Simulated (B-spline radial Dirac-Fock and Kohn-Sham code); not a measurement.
Two-hole binding energies of Rh⁷⁺

System: the Rh⁷⁺ ion, [Kr] 4d2.

Input of the calculation (task.json; shells as n, l, electrons):

```json
{"items": [{
  "Z": 45,
  "q": 7,
  "cfg": [[1, 0, 2], [2, 0, 2], [2, 1, 6], [3, 0, 2], [3, 1, 6], [3, 2, 10], [4, 0, 2], [4, 1, 6], [4, 2, 2]],
  "A": 103,
  "rrms": 4.4945,
  "do": ["binding", "quiet", "double"]
}]}
```

Run with: `python xray_run.py task.json out`

Model: Dirac-Fock (average of configuration) total-energy differences with a finite nucleus, the Breit interaction including its frequency dependence, and self-energy and vacuum-polarisation corrections. Program: a radial B-spline solver. U is the two-hole binding energy less the two single-hole energies, the effective repulsion of the holes after relaxation. Each two-hole energy is an average over J within one jj subconfiguration.

```
          holes  E(a) (eV)  E(b) (eV)  E(ab) (eV)  U (eV)
   1s⁻¹ 2p3/2⁻¹    23353.5     3140.4     26685.6   191.7
   1s⁻¹ 3d5/2⁻¹    23353.5      439.4     23851.0    58.2
   2s⁻¹ 2p1/2⁻¹     3553.6     3282.9      6951.8   115.3
        2p1/2⁻²     3282.9     3282.9      6716.1   150.3
        2p3/2⁻²     3140.4     3140.4           ?       ?
   2s⁻¹ 3p1/2⁻¹     3553.6      656.7      4267.9    57.6
   2p1/2⁻¹ 3s⁻¹     3282.9      763.0      4102.6    56.7
   2s⁻¹ 3d3/2⁻¹     3553.6      444.1      4057.2    59.5
   2s⁻¹ 3d5/2⁻¹     3553.6      439.4      4052.0    59.0
   2p3/2⁻¹ 3s⁻¹     3140.4      763.0      3959.9    56.5
2p1/2⁻¹ 3d3/2⁻¹     3282.9      444.1      3785.1    58.1
        3p1/2⁻²      656.7      656.7      1362.3    48.9
        3d3/2⁻²      444.1      444.1       936.9    48.7
3d3/2⁻¹ 3d5/2⁻¹      444.1      439.4       932.7    49.2
```

Q: Give the missing two-hole energy and U.

A: E(ab) = 6417.9 eV and U = 137.1 eV.
